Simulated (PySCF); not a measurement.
## Te³⁺ (tellurium, charge +3) across methods

[Kr] 4d10 5s2 5p1, 2P determinant. Calculation: PySCF 2.14, in ANO-RCC-VTZP (7s6p4d2f1g, 68 functions); the spin-free X2C one-electron Hamiltonian (Gaussian nucleus).

```tsv
method	E (hartree)	mean ε 5s α (eV)	mean ε 5s β (eV)	mean ε 5p α (eV)	Σ⟨r²⟩ (bohr²)	⟨S²⟩
BHandHLYP	-6791.46	-45.828	-44.360	-34.518	33.36	0.752
M06-2X	-6792.07	-45.756	-43.853	-34.771	33.34	0.754
HSE06	-6791.04	-44.068	-42.908	-32.986	33.26	0.752
r2SCAN	-6791.45	-43.353	-42.240	-32.547	33.25	0.753
PBE	-6791.04	-43.019	-42.176	-32.130	33.20	0.751
PBE0	-6791.12	-44.466	-43.231	-33.417	33.24	0.752
UHF	-6788.67629	-47.826	-45.250	-36.511	33.62	0.757
LDA	-6785.07	-43.427	-42.687	-32.276	33.15	0.751
```
